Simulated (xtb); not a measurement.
xtb input:

```bash
xtb mol.xyz --gfn 1 --sp --chrg 0 --uhf 0
```
mol.xyz:
```
8

F     -1.36357580     0.85510713    -0.91813833
C     -0.85668976    -0.02225283    -0.02148783
F     -1.40133981     0.28436771     1.17851895
F     -1.32293401    -1.24565825    -0.36291365
Ge     1.15959233     0.03012084     0.02908535
H      1.60906276    -0.99721213     1.07167858
H      1.56164456     1.45382360     0.42387871
H      1.65312333    -0.33131068    -1.37456410
```

**Question.** What final total energy does it print?

**Answer.** -20.82876 Eh (GFN1-xTB).
